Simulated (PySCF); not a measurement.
Bonds (- single, = double, # triple, : aromatic): C1-C2, C2-C3, C3-C4, C4-C5, C5-C6, C6-C7, C6-F8, C4-C2, C6-C4. C1 carries H9, H10, H11; C2 carries H12; C3 carries H13, H14; C5 carries H15, H16; C7 carries H17, H18, H19. Stereochemistry as in C[C@@H]1C[C@]12C[C@@]2(C)F. H14 is cis to C1 on the ring; H15 is pro-R; H16 is pro-S; H13 is trans to C1 on the ring.

Theory: geometry from GFN2-xTB, shielding tensors at PBE0/pcSseg-1 (GIAO), in PySCF 2.14.0 with density-fitted response routines (equivalent nuclei averaged, single conformer, non-relativistic Hamiltonian, in vacuum).

Scale: ¹³C (σ = 186.93 ppm) against TMS (reference shieldings calculated alike).

Question: Do the ¹³C shifts follow the atomic charges (in e)? Tabulate both.

Answer: 
```
atoms  hybridisation  δ (ppm)  σ para (ppm)  Hirshfeld    IAO  Mulliken  ESP-fitted
   C6            sp3     82.3          -142      +0.09  +0.31     +0.12       +0.40
   C4            sp3     26.3           -94      -0.02  -0.04     -0.27       +0.17
   C7            sp3     22.2           -85      -0.12  -0.44     -0.20       -0.58
   C1            sp3     18.3           -78      -0.12  -0.42     -0.18       -0.46
   C5            sp3     17.7           -84      -0.10  -0.32     -0.12       -0.47
   C2            sp3     16.2           -80      -0.03  -0.12     -0.29       +0.17
   C3            sp3     15.8           -81      -0.09  -0.29     -0.08       -0.51
```

Correlation coefficients of δ with charge over these carbons: Hirshfeld +0.87, IAO +0.85, Mulliken +0.80, ESP-fitted +0.65; with the paramagnetic shielding -0.99. With so few points these coefficients are fragile. Charge is one influence among several: hybridisation and low-lying excitations act through the paramagnetic term.

Shifts are as computed. Against solution values, carbons near 30 ppm lie about +3 ppm off and those near 130 ppm about +5 ppm. Of 1211 compounds with measured shifts, 218 miss one by over three times the rms of a fit or turn the order of signals round; such compounds aren't used in these exercises.
